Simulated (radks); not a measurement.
Spherical quantum dot in the effective-mass picture: electrons in a hard-walled sphere of radius 1.39, with a point charge +1 (a donor) at the centre, all in effective atomic units (hartree* = m*/eps^2 hartree, bohr* = eps/m* bohr), one dielectric constant everywhere. Method: non-relativistic Kohn-Sham, LDA (Slater exchange, Perdew-Wang correlation), spin-polarised, spherical densities; computed with a radial shooting solver with Libxc functionals. Levels are named by radial order and angular momentum (1s, 1p, 1d, 2s, ...), and open shells are averaged over m. Results are scaled to m* = 0.517 and eps = 7.9, for which hartree* = 225.4 meV and bohr* = 0.8086 nm.

N = 22, configuration 1s2 1p6 1d10 2s2 1f(up 2, down 0). This is the lowest configuration that the search found. Occupied and some empty levels:

level    occupation  eigenvalue (meV)  <r> (nm)
1s up             1            5186.6    0.6479
1s down           1            5200.4    0.6462
1p up             3            5632.1    0.7246
1p down           3            5648.6    0.7239
1d up             5            6265.9    0.7688
1d down           5            6283.8    0.7685
2s up             1            6819.3    0.5143
2s down           1            6827.3    0.5152
1f up             2            7077.3    0.8009
1f down           0            7095.9    0.8007
2p up             0            8045.8    0.5899
1g up             0            8054.1    0.8259
2p down           0            8055.3    0.5900
1g down           0            8073.1    0.8259
2d up             0            9352.2    0.6405
2d down           0            9363.2    0.6404

Energy (meV): total 81851.8, kinetic 39040, external -6347.1, Hartree 54678, exchange-correlation -5518.5.
